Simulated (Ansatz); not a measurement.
Several settings on one geometry of `c1ccc2c(c1)-c1ccc3ccccc3c1-2` (that of the charge 0 singlet, PBE-D4/def2-SVP). Ansatz on 4 threads of Arm Neoverse V1 on a shared host; times are rough.

```xyz
26

C     4.256    0.357    0.095
C     3.896   -0.988    0.196
C     2.528   -1.407    0.192
C     1.592   -0.398    0.081
C     1.962    0.985   -0.024
C     3.279    1.397   -0.020
C     0.497    1.361   -0.097
C    -0.451    2.383   -0.210
C    -1.798    1.981   -0.217
C    -2.194    0.616   -0.115
C    -3.571    0.236   -0.125
C    -3.948   -1.093   -0.027
C    -2.966   -2.121    0.089
C    -1.619   -1.804    0.101
C    -1.196   -0.443    0.002
C     0.136   -0.003    0.005
H     5.323    0.628    0.104
H     4.686   -1.750    0.282
H     2.264   -2.472    0.272
H     3.586    2.450   -0.098
H    -0.178    3.445   -0.290
H    -2.591    2.740   -0.303
H    -4.335    1.025   -0.212
H    -5.015   -1.364   -0.037
H    -3.287   -3.171    0.164
H    -0.855   -2.591    0.190
```

Totals from different functionals, basis sets or treatments of relativity can't be compared as stabilities.

The 6-31G sets use Cartesian d functions. B3LYP takes the VWN-RPA correlation.

The spins typed aren't always the lowest for that charge.

(1) Give the basis size and estimate the energy, ⟨S²⟩, dipole and time of these runs.

```csv
run,method,charge,state,further keys
1,UKS B3LYP-D3(BJ)-ATM/def2-SVP,1,doublet,scf: {lower_state_search: full}; forces asked
2,RKS ωPBEh/6-31G*,0,singlet,forces asked
3,RKS revPBE-D3(BJ)-ATM/6-31G*,0,singlet,forces asked
4,UKS ωB97/def2-SVP,0,triplet,nuclear_model: gaussian; scf: {omitted_lower_state_checks: [starts]}; forces asked
```

Results:

(1) 
```tsv
run	functions	energy (Eh)	⟨S²⟩	dipole (D)	wall time
1	274	-615.0410	0.76	–	24 s
2	260	-615.0007	–	0.38	14 s
3	260	-615.6020	–	0.35	7.5 s
4	274	-615.0279	2.08	0.56	1.8 min
```
